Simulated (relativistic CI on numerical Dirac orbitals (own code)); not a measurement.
# In4+: calculation against measurement

Calculated at this level of theory: Dirac-Coulomb-Breit CI, KLI orbitals optimised for each configuration, model QED (radiative potential, 1s self-energy scaled to tabulated hydrogen-like ionisation energies), valence Slater integrals scaled by 0.85, configuration energies shifted to the measured levels that pair with them (semi-empirical) (own radial code, finite nucleus).

Configuration list (outside the closed core [Ar] 3d10): 4s2 4p6 4d9, 4s2 4p6 4d8 5s, 4s2 4p6 4d8 5p, 4s2 4p6 4d8 5d, 4s2 4p6 4d8 4f, 4s2 4p5 4d10, 4s2 4p6 4d7 4f2, 4s2 4p6 4d8 6s, 4s2 4p6 4d7 5s2, 4s2 4p6 4d8 6p, 4s2 4p6 4d8 6d, 4s2 4p6 4d7 5s 5p, 4s2 4p6 4d8 5f, 4s2 4p6 4d8 5g, 4s2 4p6 4d8 6f, 4s2 4p6 4d7 5p2, 4s 4p6 4d10, 4s2 4p5 4d9 4f, 4s2 4p6 4d7 5s 5d, 4s2 4p6 4d7 4f 5s, 4s2 4p6 4d7 5p 5d. Levels of other configurations are missing.

```tsv
Configuration	Term (tabulated)	J	Measured (cm⁻¹)	Computed	Error	Purity (%)
4s2 4p6 4d9	2D	5/2	0.0	0	0	99
4s2 4p6 4d9	2D	3/2	7171.8	6997	-174	99
4s2 4p6 4d8 5s	4F	9/2	160428.2	160434	6	99
4s2 4p6 4d8 5s	4F	7/2	163979.7	163858	-121	82
4s2 4p6 4d8 5s	4F	5/2	167760.8	167585	-176	93
4s2 4p6 4d8 5s	4F	3/2	169230.4	169124	-106	84
4s2 4p6 4d8 5s	2F	7/2	171289.7	170886	-403	81
4s2 4p6 4d8 5s	4P	1/2	180492.8	181655	1163	97
4s2 4p6 4d8 5s	2D	5/2	185622.1	185816	194	63
4s2 4p6 4d8 5s	2G	9/2	188396.3	188408	12	99
4s2 4p6 4d8 5s	2G	7/2	188575.1	188569	-6	98
4s2 4p6 4d8 5s	2P	1/2	188639.6	189274	635	98
4s2 4p6 4d8 5s	2P	3/2	188649.1	189126	477	74
4s2 4p6 4d8 5s	2S	1/2	220693.6	220509	-184	95
4s2 4p6 4d8 5p	4D°	7/2	235384.1	235959	575	81
4s2 4p6 4d8 5p	4D°	5/2	241510.9	241913	403	81
4s2 4p6 4d8 5p	4G° †	7/2	243798.3	243548	-250	67
4s2 4p6 4d8 5p	4G° †	11/2	244282.5	243676	-607	98
4s2 4p6 4d8 5p	4G°	5/2	245121.7	245122	0	61
4s2 4p6 4d8 5p	4F°	9/2	247254.7	246745	-509	71
4s2 4p6 4d8 5p	4D°	1/2	248164.6	248509	345	88
4s2 4p6 4d8 5p	2F°	7/2	248507.3	248182	-325	59
4s2 4p6 4d8 5p	4P°	1/2	253298.3	254560	1262	85
4s2 4p6 4d8 5p	2H°	9/2	262350.7	262259	-92	93
4s2 4p6 4d8 5p	4D°	1/2	263009.8	263530	520	85
4s2 4p6 4d8 5p	2P°	3/2	265905.4	265933	27	62
4s2 4p6 4d8 5p	2P°	3/2	268230.5	268298	68	59
4s2 4p6 4d8 5p	2H°	11/2	268957.0	268344	-613	98
4s2 4p6 4d8 5p	2D°	3/2	270201.1	270448	247	72
4s2 4p6 4d8 5p	2S°	1/2	270845.5	271477	632	66
4s2 4p6 4d8 5p	2F°	5/2	272573.9	272215	-359	77
4s2 4p6 4d8 5p	4S°	3/2	272846.4	273400	553	88
4s2 4p6 4d8 5p	2G°	7/2	276576.3	276238	-338	88
4s2 4p6 4d8 5p	2G°	9/2	277481.7	277041	-440	93
4s2 4p6 4d8 5p	2P°	3/2	305344.3	304802	-543	95
4s2 4p6 4d8 5d	4D	7/2	349273.3	349402	129	84
4s2 4p6 4d8 5d	4H	13/2	351397.5	351268	-129	98
```

Measured levels from measured levels as listed in Gamrath, thesis, University of Mons (2023); pairs were made by configuration, J and term (by order where the table uses no LS term), so strongly mixed levels may be paired wrongly.

Mean error by configuration (cm⁻¹): 4s2 4p6 4d9 -174; 4s2 4p6 4d8 5s 124; 4s2 4p6 4d8 5p 74; 4s2 4p6 4d8 5d 0. Over the excited levels the mean absolute error is 346 cm⁻¹ (36 of the 69 excited levels that our extract of the source holds in range could be paired, and the others can miss by more), and the median relative error of those above 1,000 cm⁻¹ is 0.13 %, both after the shifts were fitted to these levels, so that a configuration with one level shows no error. † marks terms whose computed intervals miss the measured ones by more than a factor of 2.5, or configurations far off the rest, from wrong mixing, a near crossing or a doubtful label or measurement; they are left out of the means.

Configurations whose levels could be paired with our table of measured levels were shifted onto them, all but the ground configuration, by the median error of their levels; single terms can still be off by 1,000 to 2,000 cm⁻¹ or more, and rates follow the energies as ν³ (E1, M1) or ν⁵ (E2). The others borrow a shift and can be off by several thousand cm⁻¹ or more. 36 of the 69 excited levels that our extract of the measured tables holds in this range could be paired (the sources list more); they are missed by 351 cm⁻¹ on average and 1262 at most, after the shifts were fitted to these levels, and levels without a partner can miss by more.

Shifts applied (cm⁻¹): 4s2 4p6 4d9 0; 4s2 4p6 4d8 5s -14113; 4s2 4p6 4d8 5p -11714; 4s2 4p6 4d8 5d -9456.
